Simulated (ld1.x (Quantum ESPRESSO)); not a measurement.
## Zn (Z = 30): excitation energies, all-electron against ultrasoft

```
Element                 : Zn
Generator               : ld1.x (Quantum ESPRESSO) 7.5
Type                    : ultrasoft
Functional              : PBE
Relativity              : fully relativistic
Frozen core             : [Ar]
Valence charge          : 12
Reference configuration : 3d10 4s2 4p0
Partial waves           : 4s (bound): rcut 1.30, rcutus 1.70 bohr; 4s channel at 0.2 Ry: rcut 1.30, rcutus 1.70 bohr; 4p (bound, empty): rcut 2.20, rcutus 3.05 bohr; 4p channel at 0.6 Ry: rcut 2.20, rcutus 3.05 bohr; 3d (bound): rcut 0.65, rcutus 0.70 bohr; 3d channel at 2.4 Ry: rcut 0.65, rcutus 0.70 bohr
Local potential         : all-electron potential smoothed inside 2.85 bohr (lloc = -1)
Core correction         : Bessel-smoothed model core, default radius (core density twice the valence density)
Augmentation charge     : PSQ, inside the norm-conserving radii
```

Open shells are filled in proportion to 2j + 1 (rel_dist='average').

Energies are relative to the spin-unpolarised reference configuration 3d10 4s2 4p0; without spin polarisation the order of configurations can differ from experiment. The frozen-core shift is the all-electron ΔE with the core orbitals held at their reference shape minus the fully relaxed ΔE.

Question: Give the all-electron excitation energy and the error of the potential for: 3d10 4s1 4p0; 3d10 4s0 4p0; 3d9 4s0 4p0; 3d8 4s0 4p0; 3d10 4s1 4p1; 3d10 4s0 4p1; 3d10 4s1.5 4p0.

Answer:

```json
{"valence configuration": "3d10 4s1 4p0", "charge": "+1", "ΔE all-electron (eV)": "9.888", "error AE − PS (meV)": "-0.8", "frozen-core shift (meV)": "+1.4"}
{"valence configuration": "3d10 4s0 4p0", "charge": "+2", "ΔE all-electron (eV)": "28.331", "error AE − PS (meV)": "-2.9", "frozen-core shift (meV)": "+6.6"}
{"valence configuration": "3d9 4s0 4p0", "charge": "+3", "ΔE all-electron (eV)": "68.865", "error AE − PS (meV)": "-180", "frozen-core shift (meV)": "+160"}
{"valence configuration": "3d8 4s0 4p0", "charge": "+4", "ΔE all-electron (eV)": "130.678", "error AE − PS (meV)": "-1106", "frozen-core shift (meV)": "+962"}
{"valence configuration": "3d10 4s1 4p1", "charge": "0", "ΔE all-electron (eV)": "5.085", "error AE − PS (meV)": "+2.0", "frozen-core shift (meV)": "+0.5"}
{"valence configuration": "3d10 4s0 4p1", "charge": "+1", "ΔE all-electron (eV)": "16.211", "error AE − PS (meV)": "+9.8", "frozen-core shift (meV)": "+3.0"}
{"valence configuration": "3d10 4s1.5 4p0", "charge": "+0.5", "ΔE all-electron (eV)": "3.941", "error AE − PS (meV)": "-0.2", "frozen-core shift (meV)": "+0.2"}
```
